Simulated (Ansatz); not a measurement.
Ta₃Te₆. Charge 0, multiplicity 2. Geometry PBE-D4/def2-SVP.

```csv
atom,x (Å),y (Å),z (Å)
Ta1,-1.8286,0.0805,-0.6834
Ta2,0.6084,-0.7315,-1.3148
Ta3,0.1491,0.6601,1.5371
Te4,0.0750,2.0875,-0.8197
Te5,-2.3408,-0.2979,1.9349
Te6,-1.5613,-2.2976,-1.8983
Te7,1.9461,-1.2913,0.9959
Te8,2.0120,-0.0526,-3.3969
Te9,0.9400,1.8428,3.6451
```

In the def2 sets Ta, Te take a core potential; there is no spin–orbit coupling. At PBE0-D4/def2-SVP the charge 0 doublet is spin-contaminated (final ⟨S²⟩ up to 0.83, 0.75 for a pure state).

(1) Estimate the α-spin orbital energies around the gap (eV) in Ansatz with LDA (SPW92)/def2-SVP, PBE-D4/def2-SVP, BLYP-D4/def2-SVP, r2SCAN-D4/def2-SVP, PBE0-D4/def2-SVP.

## Answers

(1) 
| orbital | LDA (SPW92)/def2-SVP | PBE-D4/def2-SVP | BLYP-D4/def2-SVP | r2SCAN-D4/def2-SVP | PBE0-D4/def2-SVP |
| --- | --- | --- | --- | --- | --- |
| HOMO−5 | -6.34 | -6.17 | -5.92 | -6.52 | -7.21 |
| HOMO−4 | -5.99 | -5.80 | -5.55 | -6.09 | -6.74 |
| HOMO−3 | -5.91 | -5.72 | -5.48 | -6.07 | -6.72 |
| HOMO−2 | -5.88 | -5.71 | -5.46 | -6.01 | -6.64 |
| HOMO−1 | -5.67 | -5.55 | -5.30 | -5.90 | -6.49 |
| HOMO | -5.62 | -5.44 | -5.19 | -5.72 | -6.37 |
| LUMO | -4.65 | -4.44 | -4.22 | -4.52 | -3.96 |
| LUMO+1 | -4.18 | -3.97 | -3.76 | -4.02 | -3.42 |
| LUMO+2 | -3.73 | -3.49 | -3.27 | -3.48 | -2.92 |
| LUMO+3 | -3.59 | -3.37 | -3.16 | -3.40 | -2.81 |
| LUMO+4 | -3.30 | -3.08 | -2.89 | -3.08 | -2.43 |
| LUMO+5 | -3.22 | -2.98 | -2.80 | -2.95 | -2.33 |
| β HOMO | -5.53 | -5.34 | -5.11 | -5.60 | -6.23 |
| β LUMO | -5.30 | -5.01 | -4.84 | -5.06 | -4.59 |
